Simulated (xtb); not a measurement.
BiCl3, charge -1, doublet, geometry from GFN2-xTB of the parent state (such geometries of metal compounds can be far from the true shape) (a state made from the parent by changing its charge; the spin is typed, not shown lowest); GFN1-xTB (xtb 6.7.1).

Here is a job for xtb.
```
$ xtb mol.xyz --gfn 1 --chrg -1 --uhf 1 --json

# file mol.xyz
4

Bi    -0.26923183     0.28442521     0.37204581
Cl    -0.37420502    -2.63028886     0.22308225
Cl     0.69551260     2.34349544    -0.66197437
Cl     0.99317725    -1.10187085    -1.37756686
```

Output, abridged:

```
   ID    Z sym.   atoms
    1   83 Bi     1
    2   17 Cl     2-4

           -------------------------------------------------
          |                Calculation Setup                |
           -------------------------------------------------

           -------------------------------------------------
          |                 G F N 1 - x T B                 |
           -------------------------------------------------

          ...................................................
          :                      SETUP                      :
          :.................................................:
          :  # basis functions                  34          :
          :  # atomic orbitals                  31          :
          :  # shells                           11          :
          :  # electrons                        27          :
          :  # halogen bonds                     0          :
          :  max. iterations                   250          :
          :  Hamiltonian                  GFN1-xTB          :
          :  restarted?                      false          :
          :  GBSA solvation                  false          :
          :  PC potential                    false          :
          :  electronic temp.          300.0000000     K    :
          :  accuracy                    1.0000000          :
          :  -> integral cutoff          0.2500000E+02      :
          :  -> integral neglect         0.1000000E-07      :
          :  -> SCF convergence          0.1000000E-05 Eh   :
          :  -> wf. convergence          0.2000000E-04 e    :
          :  Broyden damping             0.4000000          :
          :  net charge                         -1          :
          :  unpaired electrons                  1          :
          ...................................................

 iter      E             dE          RMSdq      gap      omega  full diag
   1    -15.1874294 -0.151874E+02  0.888E+00    2.40       0.0  T
   2    -15.2776222 -0.901928E-01  0.305E+00    2.86       1.0  T
   3    -15.2817192 -0.409700E-02  0.170E+00    3.15       1.0  T
   4    -15.2335684  0.481508E-01  0.516E+00    2.56       1.0  T
   5    -15.2879595 -0.543911E-01  0.248E-01    3.05       1.0  T
   6    -15.2881141 -0.154619E-03  0.566E-02    3.04       1.0  T
   7    -15.2881198 -0.568502E-05  0.416E-02    3.03       1.2  T
   8    -15.2881235 -0.368012E-05  0.832E-03    3.03       6.0  T
   9    -15.2881236 -0.153999E-06  0.133E-03    3.03      37.7  T
  10    -15.2881236 -0.392012E-08  0.211E-04    3.03     236.6  T
  11    -15.2881236 -0.819966E-10  0.933E-05    3.03     535.9  T
  12    -15.2881236 -0.202949E-10  0.418E-06    3.03   11958.3  T

   *** convergence criteria satisfied after 12 iterations ***

         :::::::::::::::::::::::::::::::::::::::::::::::::::::
         ::                     SUMMARY                     ::
         :::::::::::::::::::::::::::::::::::::::::::::::::::::
         :: total energy             -15.288286275662 Eh    ::
         :: gradient norm              0.098821331641 Eh/a0 ::
         :: HOMO-LUMO gap              3.031210504260 eV    ::
         ::.................................................::
         :: SCC energy               -15.288123609760 Eh    ::
         :: -> electrostatic           0.138965817228 Eh    ::
         :: repulsion energy           0.001939595129 Eh    ::
         :: dispersion energy         -0.002102261030 Eh    ::
         :: halogen bond corr.         0.000000000000 Eh    ::
         :: add. restraining           0.000000000000 Eh    ::
         :: total charge              -1.000000000000 e     ::
         :::::::::::::::::::::::::::::::::::::::::::::::::::::

           -------------------------------------------------
          |                Property Printout                |
           -------------------------------------------------

    * Orbital Energies and Occupations

         #    Occupation            Energy/Eh            Energy/eV
      -------------------------------------------------------------
         1        2.0000           -0.7577031             -20.6182
         2        2.0000           -0.7299751             -19.8636
         3        2.0000           -0.6940593             -18.8863
         4        2.0000           -0.6688471             -18.2003
         5        2.0000           -0.3680026             -10.0139
         6        2.0000           -0.3518897              -9.5754
         7        2.0000           -0.3497772              -9.5179
         8        2.0000           -0.3375142              -9.1842
         9        2.0000           -0.3176142              -8.6427
        10        2.0000           -0.3117951              -8.4844
        11        2.0000           -0.2987966              -8.1307
        12        2.0000           -0.2900685              -7.8932
        13        2.0000           -0.2444056              -6.6506
        14        1.0000           -0.2095073              -5.7010 (HOMO)
        15                         -0.0981123              -2.6698 (LUMO)
        16                         -0.0744102              -2.0248
        17                          0.1207394               3.2855
        18                          0.1208194               3.2877
        19                          0.1258668               3.4250
        20                          0.1262550               3.4356
        21                          0.1519987               4.1361
        22                          0.1681246               4.5749
        23                          0.1728588               4.7037
        24                          0.1733588               4.7173
        25                          0.1763775               4.7995
       ...                                ...                  ...
        31                          0.2240397               6.0964
      -------------------------------------------------------------
                  HL-Gap            0.1113949 Eh            3.0312 eV
             Fermi-level           -0.1903831 Eh           -5.1806 eV

  Mulliken/CM5 charges         n(s)   n(p)   n(d)
     1Bi    0.79369  0.83327   2.009  2.197  0.000
     2Cl   -0.85369 -0.86001   1.995  5.855  0.004
     3Cl   -0.56279 -0.58078   1.978  5.593 -0.008
     4Cl   -0.37722 -0.39248   1.980  5.396  0.002

Wiberg/Mayer (AO) data.
largest (>0.10) Wiberg bond orders for each atom

 ---------------------------------------------------------------------------
     #   Z sym  total        # sym  WBO       # sym  WBO       # sym  WBO
 ---------------------------------------------------------------------------
     1  83 Bi   1.734 --     4 Cl   0.884     3 Cl   0.642     2 Cl   0.208
     2  17 Cl   0.284 --     1 Bi   0.208
     3  17 Cl   0.703 --     1 Bi   0.642
     4  17 Cl   0.954 --     1 Bi   0.884
 ---------------------------------------------------------------------------

Topologies differ in total number of bonds
Writing topology from bond orders to xtbtopo.mol

 dipole moment from electron density (au)
     X       Y       Z
  -1.4564   3.0496   2.1594  total (Debye):   10.194

           -------------------------------------------------
          | TOTAL ENERGY              -15.288286275662 Eh   |
          | GRADIENT NORM               0.098821331641 Eh/α |
          | HOMO-LUMO GAP               3.031210504260 eV   |
           -------------------------------------------------

normal termination of xtb
```
